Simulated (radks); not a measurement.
All-electron atom: Tb IV in [Xe] 4f8. Calculated with a radial shooting solver on a logarithmic mesh with Libxc functionals: scalar-relativistic Kohn-Sham, r2SCAN, spin-polarised, spherical densities, finite nucleus; open shells are filled with parallel spins first (spin-orbit coupling, left out, can overturn this in heavy ions); meta-GGA in the generalised Kohn-Sham scheme; Fermi nuclear charge, rms radius 5.06 fm.

Local quantities along the radius. ELF = 1/(1 + alpha^2) is the electron localisation function; alpha = (tau - tau_W)/tau_unif compares the Pauli kinetic energy density with that of the uniform gas (summed over spins); -r V(r) is the screened charge that the Kohn-Sham potential of spin up presents (atomic units). tau is taken from the large components.

r (bohr),ELF,alpha,-r V(r)
0.0007712,0.999,0.02367,64.77
0.001029,0.999,0.02393,64.67
0.001372,0.999,0.02481,64.55
0.001845,0.999,0.02660,64.37
0.00246,0.999,0.02960,64.14
0.003281,0.999,0.03456,63.84
0.004377,0.998,0.04286,63.44
0.005884,0.997,0.05787,62.89
0.007848,0.993,0.08540,62.20
0.01047,0.980,0.1418,61.30
0.01396,0.933,0.2688,60.17
0.01862,0.757,0.5665,58.71
0.02503,0.434,1.141,56.72
0.03339,0.332,1.420,54.55
0.04453,0.524,0.9535,51.90
0.0594,0.729,0.6098,48.74
0.07986,0.674,0.6948,44.88
0.1065,0.383,1.270,40.54
0.1421,0.432,1.146,35.96
0.1895,0.718,0.6264,31.20
0.2527,0.630,0.7656,26.15
0.3398,0.226,1.851,20.91
0.4532,0.592,0.8297,16.59
0.6044,0.711,0.6369,12.40
0.8061,0.436,1.138,9.002
1.084,0.371,1.302,6.658
1.446,0.635,0.7583,5.207
1.928,0.592,0.8306,4.228
2.572,0.206,1.964,3.303
3.43,0.010,9.927,3.258
4.611,0.000,133.1,3.075

On this mesh the ELF has minima near r = 0.033, 0.12, 0.34, 0.93 bohr, which separate the shells, and maxima near 0.069 (0.74), 0.22 (0.74), 0.52 (0.72), 1.7 (0.66).
